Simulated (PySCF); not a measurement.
# Where the electron goes

Species: SiH3PHPF2, F2H4P2Si.
Z-matrix (Å and degrees, GFN2-xTB geometry), rows numbered from 1:
```
F 
P   1  1.6197
F   2  1.6215  1   93.96
P   2  2.1829  1   99.08  3   -98.28
Si  4  2.2583  2   92.35  1   169.71
H   4  1.3916  2   89.99  1   -94.87
H   5  1.4613  4  104.78  2   160.01
H   5  1.4661  4  112.67  2    39.97
H   5  1.4609  4  106.66  2   -81.13
```

Computed, not measured: TDDFT CAM-B3LYP/def2-SVPD, vertical, gas phase, core orbitals frozen in the response (PySCF 2.14.0, density-fitted response routines).

Frontier orbitals with the atoms that hold most of them (Löwdin shares over 4%, at most four atoms; ? is withheld):

```
orbital  ε (eV)                           atoms
 LUMO+2    0.77  Si5 34%, P4 28%, H8 12%, P2 7%
 LUMO+1    0.36  P2 33%, P4 32%, Si5 14%, F1 5%
   LUMO       ?                               ?
   HOMO   -8.63    P4 41%, P2 38%, F3 7%, F1 7%
 HOMO-1   -9.92                               ?
 HOMO-2  -11.36  Si5 30%, P4 22%, H9 17%, H6 9%
 HOMO-3  -11.79  Si5 37%, H7 26%, H9 11%, H8 7%
```

**Question.** Give the leading atoms of the HOMO-1.

**Answer.** P4 (bonded to P, Si and H) 46%; Si5 (bonded to P and 3 H) 18%; P2 (bonded to 2 F and P) 12%; F1 (bonded to P) 7%. By element: phosphorus 58%, silicon 18%, fluorine 7% or more.

**Question.** Which atoms hold the LUMO, and with what shares?

**Answer.** P2 (bonded to 2 F and P) 41%; Si5 (bonded to P and 3 H) 13%; F3 (bonded to P) 12%; F1 (bonded to P) 12%. By element: phosphorus 41% or more, fluorine 24%, silicon 13%.

**Question.** What is the LUMO energy, and the HOMO–LUMO gap?

**Answer.** ε(LUMO) = -0.11 eV; the gap is 8.52 eV (0.3129 hartree).

**Question.** The HOMO–LUMO gap is 8.52 eV. Where does the response calculation put the lowest singlet, and from which orbitals?

**Answer.** S1 is at 4.83 eV (f = 0.0074), 3.68 eV below the gap, made of HOMO→LUMO (96%). Without the coupling terms of the response equations the lowest excitation would equal the gap.

**Question.** Give energy, strength and leading configuration of S1, S2 and S3, and follow the Löwdin shares of the leading atoms from the occupied to the empty orbital.

**Answer.** 
- S1 (4.83 eV, f 0.0074), HOMO→LUMO (96%): P4 41% → at most 12%, P2 38% → 41%, Si5 at most 7% → 13%
- S2 (5.93 eV, f 0.157), HOMO→LUMO+1 (73%): P4 41% → 32%, P2 38% → 33%
- S3 (6.35 eV, f 0.072), HOMO-1→LUMO (78%): P4 46% → at most 12%, Si5 18% → 13%, P2 12% → 41%

One conformer stands for the species.
